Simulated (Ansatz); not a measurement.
**Energy profile**

The step: Si₂H₃ClF₂ ([F][Si]([F])([SiH3])[Cl]) + NH₃ → SiNH₂ClF₂ ([NH2][Si]([F])([F])[Cl]) + SiH₄; bonds formed: Si1–N7, Si2–H6; bonds broken: Si1–Si2, H6–N7 (atoms numbered as in the saddle structure below).

```
12
angstrom
Si -0.9183 0.4130 -0.7677
Si 0.3624 -1.0445 1.4315
F -1.5386 1.1893 -2.0237
F -1.2693 -1.0709 -1.1855
Cl -1.8339 1.4057 0.7445
H 0.9537 0.1958 -0.0121
N 0.8287 0.8511 -1.0250
H 0.8134 -0.3307 2.6699
H 1.2802 -2.2201 1.2706
H -0.9703 -1.6297 1.7707
H 1.2460 0.3951 -1.8333
H 1.0460 1.8459 -1.0402
```

Electronic energies by CCSD(T) at an estimated basis limit (MP2 extrapolated from triple and quadruple zeta, plus CCSD(T) − MP2 in triple zeta), on PBE0-D4/def2-TZVP structures; Si2NH6ClF2, singlet; no counterpoise correction. Ansatz 0.2.0; basis: def2-TZVPP and def2-QZVPP; cores frozen in the correlated methods. Extrapolation: Hartree–Fock as exp(−7.88 √X), correlation as X^−2.97.

Q: Give the profile in kcal/mol, counted from the separated reactants. (Judge from chemistry; the value comes from the calculation.)

A: Computed:
| point | kcal/mol |
| --- | --- |
| separated: Si2H3ClF2 (linked as [F][Si]([F])([SiH3])[Cl]; Si1, Si2, F3, F4, Cl5, H8, H9, H10; singlet) + NH3 (H6, N7, H11, H12; singlet) | 0.00 |
| start structure | -6.16 |
| saddle | 41.95 |
| end structure | -20.15 |
| separated: SiNH2ClF2 (linked as [NH2][Si]([F])([F])[Cl]; Si1, F3, F4, Cl5, N7, H11, H12; singlet) + SiH4 (Si2, H6, H8, H9, H10; singlet) | -18.80 |

No T1 diagnostic of these runs exceeds 0.013.

For scale, one of the runs: CCSD(T)/def2-TZVPP, 303 basis functions, launched by `ansatz run in.yaml --threads 5 --pin off --events-out ev --progress --plain --max-ram 66560MiB --backend cuda --devices 0, --max-vram 37GiB`. Time: 19 s of wall clock on 5 CPU threads of an AMD EPYC 7R13 and a share of one NVIDIA H100; the host was shared. Peak host memory: 0.83 GiB.
